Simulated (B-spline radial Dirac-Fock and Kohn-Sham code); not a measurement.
Cross section and asymmetry of the 4s subshell of Zr⁴⁺

System: the Zr⁴⁺ ion, configuration [Ar] 3d10 4s2 4p6. The computed 4s threshold is 108.1 eV; without correlation, outer thresholds are uncertain by 1 to 2 eV.

Input of the calculation (task.json; shells as n, l, electrons):

```json
{"items": [{
  "Z": 40,
  "q": 4,
  "cfg": [[1, 0, 2], [2, 0, 2], [2, 1, 6], [3, 0, 2], [3, 1, 6], [3, 2, 10], [4, 0, 2], [4, 1, 6]],
  "A": 90,
  "rrms": 4.2694,
  "do": ["binding", "quiet", "photo", "scan"],
  "hv": [40.81, 74.0, 118.0, 320.0, 940.0, 1486.9, 2000, 2380.0, 4000, 6000, 24900.0, 36900.0, 59318.2, 80000, 100000, 171000.0]
}]}
```

Run with: `python xray_run.py task.json out`

Method: the independent-particle Dirac-Slater model, thresholds from Dirac-Fock. Computed with a B-spline atomic structure program. Interchannel coupling and autoionising resonances are not included, so magnitudes near threshold are approximate.

```
kinetic energy (eV)  σ (Mb)     β
                1.5   0.243  1.98
                1.9   0.243  1.98
                2.3   0.242  1.98
                2.9   0.242  1.98
                3.7   0.241  1.98
                4.6   0.240  1.98
                5.7   0.239  1.98
                7.2   0.237  1.98
                9.0   0.235  1.98
               11.2   0.233  1.98
               14.0   0.229  1.98
               17.5   0.225  1.99
               21.9   0.219  1.99
               27.4   0.211  1.99
               34.2   0.202  1.99
               42.8   0.191  1.99
               53.5   0.177  1.99
               66.9   0.161  1.99
               83.7   0.143  1.99
              104.7   0.124  1.99
              130.9   0.105  1.99
              163.6  0.0864  1.99
              204.6  0.0703  1.99
              255.8  0.0550  1.99
              319.9  0.0427  1.99
              400.0  0.0327  1.99
```

The cross section shows no minimum in this range. It is largest at the lowest energy, 0.243 Mb. β stays at 1.99.
